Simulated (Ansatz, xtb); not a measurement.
The molecule MoF, multiplicity 6 (lowest of 2S+1 = 2, 4, 6, 8 at CCSD(T)/def2-TZVPP on PBE0 minima; our sources give no spin for the ground state, which may be another). No spin–orbit coupling.

Constants: fifth-degree fit in 1/R to seven points, most abundant isotopes. Runs in def2 and cc sets follow the lowest solution found near the PBE0 minimum.

Correlated levels freeze the inner cores; with def2 sets outer-core shells near the valence are correlated too. CBS(a, b) extrapolates the correlation energy as X⁻³ and adds the Hartree–Fock energy of set b.

Codes used: Ansatz (Gaussian orbitals); xtb for the GFN methods.  In def2 rows elements past Kr take small-core potentials, without spin–orbit coupling. The GFN methods have no spin term and hold the electronic entropy of 300 K.

### Question
What bond length and harmonic frequency does GFN1-xTB give?

### Answer
r_e = 1.885 Å, ω_e = 491 cm⁻¹.

### Question
What bond length and harmonic frequency does CCSD(T)/def2-QZVPP give?

### Answer
r_e = 1.897 Å, ω_e = 628 cm⁻¹.

### Question
What bond length and harmonic frequency does CCSD(T)/CBS(def2-TZVPP, def2-QZVPP) give?

### Answer
r_e = 1.898 Å, ω_e = 622 cm⁻¹.

Ansatz is a first-principles code.
